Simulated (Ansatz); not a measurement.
`F[SiH2]OP` + H₂ → PH₃ + `O[SiH2]F` at 298.15 K and 1 bar (hydrogenolysis of a P–O bond).

Calculated with Ansatz (gas phase, PBE0-D4/def2-TZVP geometries, no zero-point term in ΔE). CCSD(T)/CBS is the MP2 limit (def2-TZVPP, def2-QZVPP) plus CCSD(T) − MP2 in def2-TZVPP, frozen cores. This one scheme is used for every species. One conformer a species, not always the lowest.

```
    species  CCSD(T)/CBS energy (Eh)  H − E (kJ/mol)  S (J/(mol·K))
`F[SiH2]OP`               -807.49610           131.3          333.6
         H₂                 -1.17544            35.1          130.4
        PH₃               -342.72256            73.1          210.2
 `O[SiH2]F`               -465.96250           103.4          276.2
```

H − E and S are ideal-gas, rigid-rotor, harmonic terms from PBE0-D4/def2-TZVP, for one conformer and one mirror image of each species. The MP2-based limit puts H₂ 0.8 mEh under its directly extrapolated value; such offsets cancel only in part. 1 Eh = 2625.50 kJ/mol, R = 8.31446 J/(mol·K).

By hand: ΔE, ΔH, ΔS and ΔG.

ΔE = (-342.72256) + (-465.96250) − (-807.49610) − (-1.17544) = -0.01352 Eh = -35.5 kJ/mol. Δ(H − E) = 73.1 + 103.4 − 131.3 − 35.1 = 10.1, so ΔH = -25.4 kJ/mol. ΔS = 210.2 + 276.2 − 333.6 − 130.4 = 22.4 J/(mol·K). ΔG = -25.4 − 298.15 × (22.4)/1000 = -32.1 kJ/mol.

By hand: the equilibrium constant, and the temperature at which ΔG would vanish if ΔH and ΔS stayed fixed.

log₁₀ K = −ΔG/(RT ln 10) = 5.6. ΔH and −TΔS have one sign here, so there is no such temperature.

ΔH outweighs TΔS. A doubt of 5 kJ/mol in ΔE shifts log₁₀ K by 0.9 here. Other conformers and mirror images would add mixing entropy, several J/(mol·K) or more a flexible species. Modes under 60 cm⁻¹, often nearly free rotors, make the harmonic entropy too high. These are equilibria of isolated gas molecules and say nothing of rates. Largest T1 diagnostic: 0.013 (customary marks: 0.02 for closed shells, 0.045 for open ones).
